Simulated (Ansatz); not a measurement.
One change: `BrB1C[SiH2]1` becomes `ClB1C[SiH2]1`.

Ansatz, PBE0-D4/def2-TZVP geometries, multiplicity 1. 

Scalar relativity is left out up to krypton.

| property | `BrB1C[SiH2]1` |
| --- | --- |
| HOMO–LUMO gap (PBE/def2-TZVPP) / eV | 3.01 |
| LUMO energy (PBE0/def2-TZVPP) / eV | -1.88 |
| HOMO energy (PBE0/def2-TZVPP) / eV | -6.85 |
| HOMO–LUMO gap (PBE0/def2-TZVPP) / eV | 4.97 |
| LUMO energy (ωB97M-V/def2-TZVPP) / eV | 0.12 |
| HOMO energy (PBE/def2-TZVPP) / eV | -5.77 |

Problem. What does the change do to each property? (Estimate.)

Solution. The calculation gave: 
| property | `ClB1C[SiH2]1` | shift |
| --- | --- | --- |
| HOMO–LUMO gap (PBE/def2-TZVPP) / eV | 3.07 | 0.06 |
| LUMO energy (PBE0/def2-TZVPP) / eV | -1.78 | 0.10 |
| HOMO energy (PBE0/def2-TZVPP) / eV | -6.85 | 0.00 |
| HOMO–LUMO gap (PBE0/def2-TZVPP) / eV | 5.08 | 0.11 |
| LUMO energy (ωB97M-V/def2-TZVPP) / eV | 0.25 | 0.13 |
| HOMO energy (PBE/def2-TZVPP) / eV | -5.76 | 0.01 |

Spin–orbit coupling is left out; it splits and shifts lone-pair levels of the heavy atoms by tenths of an eV.
